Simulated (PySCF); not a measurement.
Where the electron goes

C4H11B2NSi2.
Z-matrix (Å and degrees, PBE0-D3(BJ)/def2-SVP geometry), rows numbered from 1:
```
Si
N   1  1.7764
Si  2  1.7772  1  120.60
B   2  1.4310  1  119.82  3  -178.57
C   4  1.5787  2  121.04  1     2.99
C   5  1.3526  4  120.89  2   179.11
B   6  1.5615  5  120.39  4     1.51
C   7  1.5617  6  119.47  5    -2.01
C   8  1.3527  7  120.46  6     1.40
H   1  1.4903  2  107.83  3    -7.01
H   1  1.4910  2  110.79  3  -126.18
H   1  1.4926  2  111.18  3   112.36
H   3  1.4904  2  107.84  1    -3.21
H   3  1.4913  2  110.82  1  -122.35
H   3  1.4923  2  111.12  1   116.15
H   5  1.1003  4  121.10  2     0.22
H   6  1.0978  5  119.03  4  -179.02
H   7  1.2118  6  120.27  5   177.42
H   8  1.0977  7  120.54  6  -179.45
H   9  1.1002  4  121.19  2     0.94
```

Computed, not measured: PySCF 2.14.0, density-fitted response routines, TDDFT PBE0/def2-SVPD, vertical, gas phase, core orbitals frozen in the response.

Frontier orbitals with the atoms that hold most of them (Löwdin shares over 4%, at most four atoms; ? is withheld):

```json
{"orbital": "LUMO+2", "ε (eV)": "-0.01", "atoms": "C8 16%, C6 16%, C5 16%, C9 16%"}
{"orbital": "LUMO+1", "ε (eV)": "-0.05", "atoms": "Si1 18%, Si3 18%, B4 9%, N2 7%"}
{"orbital": "LUMO", "ε (eV)": "?", "atoms": "B7 22%, C9 12%, C5 12%, C8 12%"}
{"orbital": "HOMO", "ε (eV)": "-7.61", "atoms": "?"}
{"orbital": "HOMO-1", "ε (eV)": "-7.95", "atoms": "?"}
{"orbital": "HOMO-2", "ε (eV)": "-8.13", "atoms": "N2 35%, Si1 8%, Si3 7%, C8 6%"}
{"orbital": "HOMO-3", "ε (eV)": "-8.95", "atoms": "B7 34%, H18 26%, C6 10%, C8 10%"}
```

Problem. Which atoms hold the HOMO-1, and with what shares?

Solution. B4 (bonded to 2 C and N) 12%; C5 (bonded to B, C and H) 12%; C9 (bonded to B, C and H) 12%; C6 (bonded to B, C and H) 11%. By element: carbon 35% or more, boron 12% or more.

Problem. Which atoms hold the HOMO, and with what shares?

Solution. C9 (bonded to B, C and H) 21%; C5 (bonded to B, C and H) 21%; C8 (bonded to B, C and H) 21%; C6 (bonded to B, C and H) 20%.

Problem. What is the LUMO energy, and the HOMO–LUMO gap?

Solution. ε(LUMO) = -3.08 eV; the gap is 4.53 eV (0.1664 hartree).

Problem. The HOMO–LUMO gap is 4.53 eV. Where does the response calculation put the lowest singlet, and from which orbitals?

Solution. S1 is at 3.34 eV (f = 0.0004), 1.19 eV below the gap, made of HOMO-1→LUMO (78%), HOMO→LUMO (19%). Its leading pair isn't HOMO and LUMO; the energies of that pair differ by 4.87 eV. Without the coupling terms of the response equations the lowest excitation would equal the gap.

Problem. One configuration dominates each of S1, S2 and S4. Which, and how do the shares of the two leading atoms of either orbital change from the occupied to the empty one?

Solution. 
- S1 (3.34 eV, f 0.0004), HOMO-1→LUMO (78%): B4 12% → at most 13%, C5 12% → 12%, B7 at most 12% → 22%, C9 12% → 12%
- S2 (3.40 eV, f 0.0014), HOMO→LUMO (80%): C9 21% → 12%, C5 21% → 12%, B7 at most 17% → 22%
- S4 (4.31 eV, f 0.182), HOMO-2→LUMO (82%): N2 35% → at most 13%, Si1 8% → at most 13%, B7 at most 7% → 22%, C9 at most 7% → 12%

Löwdin shares depend on the basis, the more so with diffuse functions.

On an Arm Neoverse N1 with one thread, shared host, this took 16 min wall and 1.2 GiB of memory at its peak.
